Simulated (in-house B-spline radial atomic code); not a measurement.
Values are calculated unless marked as measured or tabulated.
## Light and heavy implants in Si at 5 keV

The pair potential comes from two frozen, spherical free-atom densities (PBE, B-spline radial code, scalar-relativistic past argon): electrostatics plus the change in Thomas-Fermi kinetic and Dirac exchange energy where they overlap, the recipe behind the universal ZBL potential, which averages such potentials (from solid-state densities) over many pairs. It is written V = (Z1 Z2 e²/r) φ(r/a), with e² = 14.3996 eV·Å and a = 0.46850 Å/(Z1^0.23 + Z2^0.23); ZBL's fit is φ = 0.18175 e^(−3.1998x) + 0.50986 e^(−0.94229x) + 0.28022 e^(−0.4029x) + 0.02817 e^(−0.20162x). Where φ falls below 4e-4 it is continued as an exponential.

The target, Si, is taken as amorphous, density 2.329 g/cm³ (NSM archive of the Ioffe Institute); nuclear stopping from classical scattering on these potentials, electronic stopping by Lindhard and Scharff, compounds by atom fraction, projected range from N (S_n + S_e) dR_p/dE = 1 − N S_n (M2/M1) R_p/(2E), which runs up to 8 % short of the full integral equation; no channelling. Lindhard and Scharff's S_e can be off by tens of per cent.

```json
{"ion": "N", "mass (u)": "14.01", "N S_n (eV/nm)": "158", "N S_e (eV/nm)": "53.4", "S_n = S_e at (keV)": "26", "path (nm)": "30.5", "projected range (nm)": "14.6"}
{"ion": "Si", "mass (u)": "28.09", "N S_n (eV/nm)": "399", "N S_e (eV/nm)": "62.2", "S_n = S_e at (keV)": "110", "path (nm)": "15.8", "projected range (nm)": "9.33"}
{"ion": "Cl", "mass (u)": "35.45", "N S_n (eV/nm)": "498", "N S_e (eV/nm)": "62.9", "S_n = S_e at (keV)": "170", "path (nm)": "13.5", "projected range (nm)": "8.48"}
{"ion": "Ar", "mass (u)": "39.95", "N S_n (eV/nm)": "537", "N S_e (eV/nm)": "61.4", "S_n = S_e at (keV)": "210", "path (nm)": "12.8", "projected range (nm)": "8.37"}
{"ion": "Ge", "mass (u)": "72.63", "N S_n (eV/nm)": "781", "N S_e (eV/nm)": "63.5", "S_n = S_e at (keV)": "680", "path (nm)": "10.3", "projected range (nm)": "7.8"}
{"ion": "As", "mass (u)": "74.92", "N S_n (eV/nm)": "793", "N S_e (eV/nm)": "63.6", "S_n = S_e at (keV)": "730", "path (nm)": "10.2", "projected range (nm)": "7.75"}
{"ion": "Sn", "mass (u)": "118.71", "N S_n (eV/nm)": "962", "N S_e (eV/nm)": "62.1", "S_n = S_e at (keV)": "1700", "path (nm)": "9.3", "projected range (nm)": "7.66"}
```

(1) How do the nuclear share and the range change from the lightest ion to the heaviest?

(2) With a displacement energy of 15 eV taken for illustration, how many displacements per nanometre does N start at entry, by the rule 0.8 E_damage/(2 E_d)?

Results:

(1) The nuclear share goes from 75 % for N to 94 % for Sn, and the projected range from 14.6 to 7.66 nm, a factor of 1.9. S_e changes by a factor of 1.16, since the heavy ion is slower but has the larger Z1, while S_n grows 6-fold. The heavy ion also keeps its direction better: R_p is 0.82 of the path, against 0.48.

(2) Taking all nuclear loss as damage energy, an upper bound, 0.8 × 158/(2 × 15) = 4.21 per nm.
